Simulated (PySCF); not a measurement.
Compound: tert-butyl isocyanate, C5H9NO.
Numbering: `[CH3:1][C:2]([CH3:3])([CH3:4])[N:5]=[C:6]=[O:7]` (hydrogens: H8, H9, H10 on C1; H11, H12, H13 on C3; H14, H15, H16 on C4)

Structure optimised with GFN2-xTB, isolated species.

(1) Give the optimised bond lengths and angles.

## Answers

(1) 
```
                  bond  length (Å)
   C1–C2, C2–C3, C2–C4       1.531
                 C2–N5       1.430
                 N5=C6       1.185
                 C6=O7       1.161
C1–H8 and 8 like bonds       1.087
```

Bonds in one row agree within 0.01 Å and their mean is given. A selection of angles:
```
     angle  degrees
  C2–C1–H8    110.3
  H8–C1–H9    108.8
  C1–C2–C3    110.5
  C1–C2–C4    110.5
  C1–C2–N5    109.3
  C4–C2–N5    106.7
H14–C4–H15    108.4
  C2–N5–C6    146.1
  N5–C6–O7    169.8
```

Dihedral angles: C1–C2–N5–C6 -61° (synclinal).

N5 (isocyanate nitrogen) is bent (angle 146.1°). All 3 C–C bonds measure 1.530 to 1.532 Å. C6 (isocyanate carbon) is bent (angle 169.8°). The 2 C–N bonds span 1.185 Å (N5=C6, drawn double) to 1.430 Å (C2–N5, drawn single), a spread of 0.245 Å.

Point group: Cs (every atom within 0.08 Å of its image). GFN2-xTB frequencies: not computed here.
